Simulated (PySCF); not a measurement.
Structure with atom numbers: `[O:1]=[C:2]1[CH:3]=[CH:4][C:5]([Cl:6])=[CH:7][C:8]1=[O:9]` (H(Xn): hydrogen on atom n).

GIAO PBE0/pcSseg-1 shifts (PySCF, gas phase, non-relativistic, equivalent atoms averaged), each against references optimised in the same way as the molecule (H2O, TMS, HCl).

On the GFN2-xTB geometry: O1 782.4, O9 759.7, C2 183.7, C8 180.9, C5 161.3, C4 145.7, C7 135.1, C3 135.1, Cl6 287, H(C4) 6.96, H(C7) 6.51, H(C3) 6.21 ppm.

Question: What changes on the PBE0-D3(BJ)/def2-SVP geometry?

Answer: 
```json
{"atoms": "O1", "δ (ppm)": "765.1", "change": "-17.3"}
{"atoms": "O9", "δ (ppm)": "744.4", "change": "-15.3"}
{"atoms": "C2", "δ (ppm)": "180.0", "change": "-3.7"}
{"atoms": "C8", "δ (ppm)": "177.5", "change": "-3.4"}
{"atoms": "C5", "δ (ppm)": "160.7", "change": "-0.6"}
{"atoms": "C4", "δ (ppm)": "146.9", "change": "+1.2"}
{"atoms": "C7", "δ (ppm)": "134.6", "change": "-0.5"}
{"atoms": "C3", "δ (ppm)": "135.4", "change": "+0.3"}
{"atoms": "Cl6", "δ (ppm)": "288", "change": "+1"}
{"atoms": "H(C4)", "δ (ppm)": "6.78", "change": "-0.18"}
{"atoms": "H(C7)", "δ (ppm)": "6.43", "change": "-0.08"}
{"atoms": "H(C3)", "δ (ppm)": "6.16", "change": "-0.05"}
```

Bonds between heavy atoms that differ most (equivalent bonds averaged): C4–C5 1.445 → 1.464 Å, C8–C2 1.541 → 1.551 Å, C7–C8 1.461 → 1.468 Å, C3–C4 1.340 → 1.346 Å, C2–C3 1.469 → 1.474 Å. Mean change of bonds to hydrogen: C–H +0.012 Å.
